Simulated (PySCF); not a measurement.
# LiHg and its ions

PBE0; Li def2-SVPD, Hg def2-SVPD with ECP60; scalar-relativistic core potentials (PySCF 2.14). Neutral (UKS): doublet (σ ↑), Re = 3.071 Å, ωe = 127 cm⁻¹, De = 0.12 eV, HOMO -3.56 eV, LUMO -1.46 eV.

LiHg⁺ (UKS): singlet (closed shell), Re = 2.686 Å, ωe = 257 cm⁻¹, De = 0.56 eV to Li⁺ + Hg. The energies at the minima are -160.97391 hartree for LiHg and -160.78886 for LiHg⁺.

Work out the adiabatic ionisation energy, without and with harmonic zero-point energies (1 hartree = 27.2114 eV, 1 eV = 8065.5 cm⁻¹), and the change of the bond length.

At PBE0: 0.18505 hartree = 5.035 eV between the minima; the zero-point term (257.0 − 127.0)/2 cm⁻¹ = +0.008 eV makes it 5.044 eV. Re changes by -38.5 pm against the neutral. The electron leaves a σ orbital, and the shorter bond of the ion fits an antibonding orbital, or a change in how ionic the bond is.

LiHg⁻ (UKS): singlet (closed shell), Re = 3.916 Å, ωe = 64.8 cm⁻¹, De = 0.15 eV to Li⁻ + Hg. The energies at the minima are -160.97391 hartree for LiHg and -160.99143 for LiHg⁻.

Work out the adiabatic electron affinity, without and with harmonic zero-point energies (1 hartree = 27.2114 eV, 1 eV = 8065.5 cm⁻¹), and the change of the bond length.

At PBE0: 0.01752 hartree = 0.477 eV between the minima; the zero-point term (127.0 − 64.8)/2 cm⁻¹ = +0.004 eV makes it 0.481 eV. Re changes by +84.5 pm against the neutral. The electron enters a σ orbital, and the ion is left as a loose complex of an ion and an atom.

Closed-shell solutions of metal pairs were not tested for spin polarisation, which can lower them a little. Weak bonds: LiHg, LiHg⁻. Basis-set superposition, not corrected here, can be much of De in a small basis, most of all at correlated wavefunction levels. Spin–orbit coupling is left out. For an ion De counts to the pair picked by the measured ionisation energies or electron affinities, which need not be the lowest pair at this level. The highest Kohn–Sham level is positive in this anion. Much of that is self-interaction error, but it also means that the finite basis helps to hold the extra electron. States were picked by a PBE0 search and need not be the measured ground states.
